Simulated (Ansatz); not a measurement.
## Abstraction of H: CH2FI + C2H3Si → CHFI + C2H4Si

Species: CH2FI (fluoroiodomethane) `FCI`, singlet; C2H3Si `C#C[SiH2]`, doublet; CHFI `F[CH]I`, doublet; C2H4Si `C#C[SiH3]`, singlet. A radical takes H: the energy is the difference in strength between the C–H bond broken and the Si–H bond made.

Shapes, held fixed at every level: PBE0-D4/def2-TZVP. Programs: Ansatz 0.2.0. The zero-point and thermal change to 298 K, harmonic and unscaled (PBE0-D4/def2-TZVP), is -9.7 kJ/mol.

```csv
level,kind,ΔH(298 K) (kJ/mol),less CCSD(T)/def2-TZVPP
HF/def2-SVP,Hartree–Fock,+23.3,-10.0
HF/def2-TZVPP,Hartree–Fock,+18.5,-14.8
r2SCAN-D4/def2-TZVPP,meta-GGA,+33.3,0.0
B3LYP-D4/def2-TZVPP,global hybrid,+32.3,-1.0
BHLYP-D4/def2-TZVPP,global hybrid,+27.8,-5.5
B2PLYP/def2-TZVPP,double hybrid,+31.8,-1.5
CCSD/def2-SVP,coupled cluster or CI,+34.0,+0.7
CCSD(T)/def2-TZVPP,coupled cluster or CI,+33.3,0.0
```

The highest level, CCSD(T)/def2-TZVPP, gives ΔH(298 K) = +33.3 kJ/mol; the levels span +18.5 to +34.0. The column of differences is taken from that level and isn't an error. No measured value is set beside it here. Spin contamination: C2H3Si (⟨S²⟩ up to 0.85). Open shells run unrestricted unless RO is named. For atoms past krypton def2 sets carry core potentials with scalar relativity. Correlated rows may include outer-core shells of I, which these sets cover unevenly.
